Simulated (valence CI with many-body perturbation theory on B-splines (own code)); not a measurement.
# E1 transitions of Pm²⁸⁺

Computed by configuration interaction combined with many-body perturbation theory (CI+MBPT): five valence electrons over a frozen Dirac-Fock core [Ar] 3d10, a basis of 9 s, 9 p, 8 d, 6 f, 3 g, 1 h functions for each j, with the one-electron correlation potential Σ1 (screened to all orders), the two-electron term Σ2, the three-electron term Σ3, Breit, model QED; selected single and double excitations, second order for the rest (own B-spline code, finite nucleus).

No measured spectrum was set against this ion. As an estimate, large intervals hold to a few tenths of a per cent, small ones and those within an open d or f shell to about a per cent. Among the levels kept, up to 270 cm⁻¹ of a level comes from second order outside the variational space, and about a tenth of that is noise between levels of different J, which matters for small intervals.

Lines 151 to 191 of 191 in falling wavelength, among levels below 1710800 cm⁻¹, chosen from the strongest by gf and those to the six lowest levels. Wavelengths and rates use the calculated energies. Electric multipoles are in the length gauge, E1 and E2 with the static RPA response of the core. Weak lines are less certain than strong ones. Lines between different terms over intervals too small for the method are left out, as are lines whose strength nearly cancels.

Levels are named by their leading jj configuration (3d3/2^4 stands for four electrons in 3d with j = 3/2), which in mixed levels can hold well under half, so a name can repeat and another be missing. Letters in brackets count levels of one name in rising energy.

```
λ vac (Å)                               Upper                       Lower   A (s⁻¹)  S (a.u.) with core polarisation  S without
    88.02                  (4s 4p3/2^4) J=1/2  (4s^2 4p1/2 4p3/2^2) J=3/2  4.34e+10                         2.92e-02   3.13e-02
    87.54          (4s^2 4p3/2^2 4d3/2) J=1/2  (4s^2 4p1/2 4p3/2^2) J=1/2  7.64e+07                         5.06e-05   5.70e-05
    87.36  (4s^2 4p1/2 4p3/2 4d3/2) J=1/2 [b]  (4s^2 4p1/2^2 4p3/2) J=3/2  3.07e+10                         2.02e-02   2.17e-02
    86.93      (4s^2 4p3/2^2 4d3/2) J=3/2 [a]  (4s^2 4p1/2 4p3/2^2) J=1/2  4.16e+10                         5.40e-02   5.77e-02
    85.59        (4s 4p1/2 4p3/2^3) J=3/2 [b]  (4s^2 4p1/2^2 4p3/2) J=3/2  8.75e+10                         1.08e-01   1.16e-01
    85.47          (4s^2 4p3/2^2 4d5/2) J=7/2  (4s^2 4p1/2 4p3/2^2) J=5/2  1.44e+10                         3.55e-02   3.79e-02
    83.94      (4s^2 4p3/2^2 4d3/2) J=3/2 [a]  (4s^2 4p1/2 4p3/2^2) J=5/2  1.23e+11                         1.43e-01   1.53e-01
    83.55          (4s^2 4p3/2^2 4d3/2) J=5/2  (4s^2 4p1/2 4p3/2^2) J=5/2  3.11e+11                         5.36e-01   5.73e-01
    82.87  (4s^2 4p1/2 4p3/2 4d5/2) J=5/2 [a]  (4s^2 4p1/2^2 4p3/2) J=3/2  2.53e+11                         4.26e-01   4.55e-01
    82.31  (4s^2 4p1/2 4p3/2 4d5/2) J=3/2 [a]  (4s^2 4p1/2^2 4p3/2) J=3/2  3.57e+11                         3.93e-01   4.20e-01
    82.27          (4s^2 4p3/2^2 4d3/2) J=1/2  (4s^2 4p1/2 4p3/2^2) J=3/2  3.98e+11                         2.19e-01   2.34e-01
    82.12      (4s^2 4p3/2^2 4d3/2) J=3/2 [b]  (4s^2 4p1/2 4p3/2^2) J=1/2  4.54e+11                         4.96e-01   5.30e-01
    81.73      (4s^2 4p3/2^2 4d3/2) J=3/2 [a]  (4s^2 4p1/2 4p3/2^2) J=3/2  4.15e+11                         4.47e-01   4.78e-01
    81.57          (4s^2 4p3/2^2 4d3/2) J=7/2  (4s^2 4p1/2 4p3/2^2) J=5/2  6.16e+11                         1.32e+00   1.41e+00
    81.36          (4s^2 4p3/2^2 4d3/2) J=5/2  (4s^2 4p1/2 4p3/2^2) J=3/2  2.37e+11                         3.78e-01   4.04e-01
    80.42  (4s^2 4p1/2 4p3/2 4d3/2) J=5/2 [b]  (4s^2 4p1/2^2 4p3/2) J=3/2  3.04e+11                         4.68e-01   5.00e-01
    80.32  (4s^2 4p1/2 4p3/2 4d3/2) J=1/2 [c]  (4s^2 4p1/2^2 4p3/2) J=3/2  5.24e+11                         2.68e-01   2.87e-01
    79.72  (4s^2 4p1/2 4p3/2 4d5/2) J=3/2 [b]  (4s^2 4p1/2^2 4p3/2) J=3/2  2.10e+11                         2.10e-01   2.25e-01
    79.54          (4s^2 4p3/2^2 4d5/2) J=1/2  (4s^2 4p1/2 4p3/2^2) J=1/2  1.32e+07                         6.53e-06   7.22e-06
    79.45      (4s^2 4p3/2^2 4d3/2) J=3/2 [b]  (4s^2 4p1/2 4p3/2^2) J=5/2  9.47e+06                         9.38e-06   8.95e-06
    79.24      (4s^2 4p3/2^2 4d5/2) J=5/2 [a]  (4s^2 4p1/2 4p3/2^2) J=5/2  1.11e+09                         1.63e-03   1.73e-03
    78.10          (4s^2 4p3/2^2 4d5/2) J=3/2  (4s^2 4p1/2 4p3/2^2) J=1/2  8.35e+10                         7.85e-02   8.38e-02
    77.47      (4s^2 4p3/2^2 4d3/2) J=3/2 [b]  (4s^2 4p1/2 4p3/2^2) J=3/2  1.37e+10                         1.26e-02   1.34e-02
    77.26      (4s^2 4p3/2^2 4d5/2) J=5/2 [a]  (4s^2 4p1/2 4p3/2^2) J=3/2  1.27e+07                         1.74e-05   1.85e-05
    77.09  (4s^2 4p1/2 4p3/2 4d5/2) J=3/2 [c]  (4s^2 4p1/2^2 4p3/2) J=3/2  4.41e+10                         3.98e-02   4.26e-02
    77.08  (4s^2 4p1/2 4p3/2 4d5/2) J=5/2 [b]  (4s^2 4p1/2^2 4p3/2) J=3/2  1.11e+11                         1.51e-01   1.61e-01
    75.80      (4s^2 4p1/2 4p3/2 4d5/2) J=1/2  (4s^2 4p1/2^2 4p3/2) J=3/2  1.08e+10                         4.63e-03   4.95e-03
    75.68          (4s^2 4p3/2^2 4d5/2) J=3/2  (4s^2 4p1/2 4p3/2^2) J=5/2  2.43e+09                         2.08e-03   2.23e-03
    75.16          (4s^2 4p3/2^2 4d5/2) J=1/2  (4s^2 4p1/2 4p3/2^2) J=3/2  5.38e+10                         2.26e-02   2.41e-02
    74.37      (4s^2 4p3/2^2 4d5/2) J=5/2 [b]  (4s^2 4p1/2 4p3/2^2) J=5/2  1.49e+10                         1.81e-02   1.94e-02
    73.88          (4s^2 4p3/2^2 4d5/2) J=3/2  (4s^2 4p1/2 4p3/2^2) J=3/2  8.13e+06                         6.47e-06   7.10e-06
    73.09                  (4s 4p3/2^4) J=1/2  (4s^2 4p1/2^2 4p3/2) J=3/2  2.25e+08                         8.66e-05   9.19e-05
    72.63      (4s^2 4p3/2^2 4d5/2) J=5/2 [b]  (4s^2 4p1/2 4p3/2^2) J=3/2  1.52e+10                         1.73e-02   1.84e-02
    69.08          (4s^2 4p3/2^2 4d3/2) J=1/2  (4s^2 4p1/2^2 4p3/2) J=3/2  8.60e+08                         2.80e-04   2.98e-04
    68.70      (4s^2 4p3/2^2 4d3/2) J=3/2 [a]  (4s^2 4p1/2^2 4p3/2) J=3/2  6.09e+07                         3.90e-05   4.18e-05
    68.44          (4s^2 4p3/2^2 4d3/2) J=5/2  (4s^2 4p1/2^2 4p3/2) J=3/2  5.85e+08                         5.55e-04   5.91e-04
    65.67      (4s^2 4p3/2^2 4d3/2) J=3/2 [b]  (4s^2 4p1/2^2 4p3/2) J=3/2  1.86e+08                         1.04e-04   1.12e-04
    65.52      (4s^2 4p3/2^2 4d5/2) J=5/2 [a]  (4s^2 4p1/2^2 4p3/2) J=3/2  1.47e+09                         1.23e-03   1.31e-03
    64.00          (4s^2 4p3/2^2 4d5/2) J=1/2  (4s^2 4p1/2^2 4p3/2) J=3/2  8.31e+08                         2.15e-04   2.30e-04
    63.07          (4s^2 4p3/2^2 4d5/2) J=3/2  (4s^2 4p1/2^2 4p3/2) J=3/2  1.25e+09                         6.21e-04   6.65e-04
    62.16      (4s^2 4p3/2^2 4d5/2) J=5/2 [b]  (4s^2 4p1/2^2 4p3/2) J=3/2  7.41e+08                         5.27e-04   5.64e-04
```
